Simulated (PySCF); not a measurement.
Job file and geometry (Å, from GFN2-xTB) of an NMR shielding run on SMILES C1=N[C@@H](C#C)CCC1, C7H9N, PySCF 2.14.0, density-fitted response routines, GIAO PBE0/pcSseg-1 NMR shielding, non-relativistic, gas phase; density fitting, a coarse starting grid and PySCF grid level 2 are the driver's defaults:

```
$ OMP_NUM_THREADS=1 python probes_run.py task.json out

{"job": {"kind": "nmr", "xc": "PBE0", "basis": "pcSseg-1"}, "charge": 0, "multiplicity": 1}
C      2.736854     1.102909     0.269115
C      1.830013     0.798191    -0.449378
C      0.681730     0.428947    -1.265205
C      0.253713    -1.018624    -0.971002
C     -0.411523    -1.068341     0.400791
C     -1.643429    -0.165709     0.385286
C     -1.348111     1.131038    -0.312976
N     -0.361318     1.409149    -1.034801
H      3.553237     1.365798     0.872824
H      0.970966     0.533858    -2.320550
H      1.125286    -1.673904    -1.005417
H     -0.455164    -1.342569    -1.737187
H      0.297049    -0.706755     1.149991
H     -0.688318    -2.092364     0.659713
H     -2.467143    -0.651545    -0.149478
H     -1.994370     0.042895     1.398515
H     -2.086471     1.919056    -0.194245
```

Q: What does the program print?

A: 
```
coarse grid: 14248 points
cycle   1  E = -326.2834233942  dE =  1.202e+00  |g| = 4.588e-01  |ddm| = 3.854e+00
cycle   2  E = -326.2737461555  dE =  9.677e-03  |g| = 5.225e-01  |ddm| = 1.149e+00
cycle   3  E = -326.3347206894  dE = -6.097e-02  |g| = 1.344e-01  |ddm| = 5.783e-01
cycle   4  E = -326.3380288701  dE = -3.308e-03  |g| = 4.817e-02  |ddm| = 1.276e-01
cycle   5  E = -326.3385022377  dE = -4.734e-04  |g| = 1.585e-02  |ddm| = 5.716e-02
cycle   6  E = -326.3385506946  dE = -4.846e-05  |g| = 7.873e-03  |ddm| = 1.572e-02
cycle   7  E = -326.3385650454  dE = -1.435e-05  |g| = 1.264e-03  |ddm| = 7.376e-03
cycle   8  E = -326.3385654461  dE = -4.007e-07  |g| = 2.117e-04  |ddm| = 1.302e-03
final grid: 137800 points
cycle   9  E = -326.3877659034  dE = -4.379e-05  |g| = 7.281e-03  |ddm| = 4.018e-02
cycle  10  E = -326.3877603690  dE =  5.534e-06  |g| = 8.831e-03  |ddm| = 1.678e-02
cycle  11  E = -326.3877790633  dE = -1.869e-05  |g| = 1.893e-03  |ddm| = 9.692e-03
cycle  12  E = -326.3877798601  dE = -7.968e-07  |g| = 5.164e-04  |ddm| = 1.609e-03
cycle  13  E = -326.3877799222  dE = -6.212e-08  |g| = 1.048e-04  |ddm| = 4.924e-04
cycle  14  E = -326.3877799246  dE = -2.327e-09  |g| = 4.222e-05  |ddm| = 1.255e-04
cycle  15  E = -326.3877799249  dE = -3.340e-10  |g| = 1.767e-05  |ddm| = 5.349e-05
converged SCF energy = -326.3877799249

GIAO shielding tensors (ppm)
atom      isotropic    diamagn.    paramagn.     s11        s22        s33       span
  0 C      108.679     257.496    -148.817     38.721     45.942    241.373    202.652
  1 C       96.591     265.637    -169.047     -4.500     -2.058    296.329    300.829
  2 C      136.733     244.648    -107.915    121.736    139.096    149.366     27.630
  3 C      155.514     249.137     -93.623    146.142    152.783    167.618     21.477
  4 C      167.862     246.525     -78.663    163.206    169.577    170.804      7.598
  5 C      154.301     251.364     -97.063    134.660    162.209    166.034     31.374
  6 C       18.553     250.808    -232.256    -94.449     20.945    129.163    223.612
  7 N     -106.996     329.597    -436.593   -452.053   -136.676    267.741    719.794
  8 H       30.003      34.060      -4.058     24.897     25.261     39.849     14.952
  9 H       26.786      27.807      -1.021     22.841     25.190     32.327      9.486
 10 H       29.925      30.300      -0.375     26.246     28.059     35.471      9.225
 11 H       30.099      31.428      -1.329     26.083     28.291     35.922      9.839
 12 H       29.460      30.823      -1.363     25.336     28.825     34.220      8.884
 13 H       30.144      30.124       0.020     25.164     28.084     37.184     12.020
 14 H       29.705      29.800      -0.095     26.393     27.540     35.184      8.792
 15 H       29.607      30.193      -0.587     25.788     27.694     35.337      9.549
 16 H       23.781      28.514      -4.732     20.921     23.357     27.066      6.145
```

Q: Turn these shieldings into chemical shifts. References, each an isolated molecule treated in the same way: 13C (σ = 186.93 ppm), 1H (σ = 31.72 ppm) against TMS; 15N (σ = 267.73 ppm) vs NH3.

A: Averaging equivalent atoms: C 6: 168.4; C 1: 90.3; C 0: 78.2; C 2: 50.2; C 5: 32.6; C 3: 31.4; C 4: 19.1; N 7: 374.7; H 16: 7.94; H 9: 4.93; H 12: 2.26; H 15: 2.11; H 14: 2.01; H 10: 1.79; H 8: 1.71; H 11: 1.62; H 13: 1.57 ppm. Experimental scales use liquid or dissolved standards, which lie at an offset from isolated NH3 (liquid NH3: subtract about 20 ppm). Unscaled 15N shifts of sp2 nitrogen often come out too high even then, by a few to some tens of ppm.

Size and cost of the density-fitted run: 181 basis functions, 20 s wall time on 1 thread of an Arm Neoverse V2, shared host; peak memory 0.82 GiB.
